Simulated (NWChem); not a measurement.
C3H3BO2; SMILES C#CB1OCO1

```xyz
9

C      0.0039     2.7669     0.0012
C      0.0061     1.5517     0.0018
B      0.0089     0.0331     0.0027
O     -1.0318    -0.8767     0.0035
C      0.0121    -1.8375     0.0034
O      1.0527    -0.8732     0.0033
H      0.0019     3.8427    -0.0002
H      0.0132    -2.4590     0.9141
H      0.0130    -2.4587    -0.9074
```
Atoms are numbered in this order, from 1.

Results from NWChem. The geometry was optimised at PBE0/def2-SVP. GIAO values for the isolated, static molecule; σ is the absolute isotropic shielding, δ = σ(reference) − σ with the isolated reference molecule computed at the same levels (11B: boron trifluoride, 13C: tetramethylsilane, 1H: tetramethylsilane, 17O: water).

For level LDA (Slater exchange, VWN5)/pcSseg-1:

```
Quantity    Value
----------  -----
δ C1 (ppm)   99.3
δ C2 (ppm)   88.9
δ O4 (ppm)  228.1
δ C5 (ppm)  108.9
δ H8 (ppm)   6.15
```

Problem. What are these values for level PBE/pcSseg-1?

Solution. 
| Item | Value |
|---|---|
| δ C1 (ppm) | 92.7 |
| δ C2 (ppm) | 82.1 |
| δ O4 (ppm) | 217.2 |
| δ C5 (ppm) | 104.9 |
| δ H8 (ppm) | 6.01 |
